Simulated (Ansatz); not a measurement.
Molecule: sum formula HSiO₂ (charge +1, singlet). It need not be the lowest isomer of its formula. 
Coordinates optimised at B3LYP-D3(BJ)/def2-TZVP (Ansatz, a first-principles code):
```
Si
O 1 1.4940
O 1 1.5373 2 174.81
H 3 0.9721 1 141.10 2 -180.00
```
Charge +1, spin multiplicity 1.

Property: vertical ionisation energy (to the doublet state of charge +2; each state is the SCF solution reached for its spin), in eV. Cores are frozen in the correlated levels unless marked. Open shells are spin-unrestricted. Spin-orbit coupling is left out. No relativistic terms. Basis-set limits of correlation are two-point, X^-3; Hartree-Fock from the larger set. [CCSD(T)-MP2]/basis is that difference in the basis named.

RI-MP2/CBS(aug-cc-pV(T+d)Z,aug-cc-pV(Q+d)Z)+[CCSD(T)-MP2]/aug-cc-pV(T+d)Z (Ansatz) gives 19.64 eV.

Another calculation gave 19.50 eV. Which level was it?
(A) BHLYP/def2-TZVPD (Ansatz)
(B) PBE/def2-TZVPD (Ansatz)
(C) SVWN5/def2-TZVPD (Ansatz)
(D) wB97X-V/def2-TZVPD (Ansatz)

B, PBE/def2-TZVPD (Ansatz). The others give 19.35 (wB97X-V), 19.87 (SVWN5), 19.00 (BHLYP) eV.
